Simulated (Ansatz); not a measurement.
The cluster KBr2⁻, relaxed as a singlet with RKS PBE0-D4/def2-TZVPD in Ansatz, starting from the GFN2-xTB geometry. Force threshold 0.02 eV/Å.

The structure comes from a short search, and lower isomers may exist.

Start:

Cartesian coordinates in Å:
```
K 0.0043 0.0054 -0.0052
Br 0.1217 0.7095 2.8534
Br -0.1260 -0.7149 -2.8482
```

Estimate the energy that the relaxation releases and the steps that it takes.

0.02 eV, in 3 steps; 22 s on 4 threads of Intel Xeon on a shared host. No frequencies were taken in this run, so the end may be a saddle point.

Does the start keep its bonding and symmetry?

By distances, no bond broke or formed. The bond that changes most is K1–Br3, from 2.94 to 3.02 Å (atoms count from 1). Point group D∞h at the start, D∞h at the end, both within 0.05 Å.

Predict the relaxed structure.


```xyz
3

K     0.0027    0.0037   -0.0016
Br    0.1259    0.7298    2.9293
Br   -0.1286   -0.7335   -2.9277
```
Bond lengths: 2 × Br–K 3.02 Å.
